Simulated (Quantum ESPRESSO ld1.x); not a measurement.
Q: The mean radii <r> (bohr) of the occupied orbitals of an atom or ion are listed with their occupations. Method: Dirac Kohn-Sham, LDA (Slater exchange, Perdew-Wang correlation), spin-unpolarised, spherical densities, point nucleus; computed with ld1.x of Quantum ESPRESSO 7.5.

orbital  occ.      <r>
1s1/2       2  0.01579
2s1/2       2  0.06579
2p1/2       2  0.05390
2p3/2       4  0.06294
3s1/2       2   0.1711
3p1/2       2   0.1616
3p3/2       4   0.1781
3d3/2       4   0.1545
3d5/2       6   0.1595
4s1/2       2   0.3771
4p1/2       2   0.3779
4p3/2       4   0.4128
4d3/2       4   0.4163
4d5/2       6   0.4274
5s1/2       2   0.8306
4f5/2       6   0.4380
4f7/2       8   0.4442
5p1/2       2   0.8838
5p3/2       4   0.9738
5d3/2       4    1.197
5d5/2       6    1.238
6s1/2       2    2.009

Name the element and its charge. Open shells, if any, fill j = l - 1/2 first.

A: Z = 83, bismuth, charge +3: Bi3+ in [Hg]. The 1s radius gives Z: for a bare nucleus <r> = (2 gamma + 1)/(2Z) with gamma = sqrt(1 - (Z/c)^2), 0.01561 bohr for Z = 83, and screening makes it slightly larger (0.01579 here). The occupations add up to 80, and the charge is Z minus that.
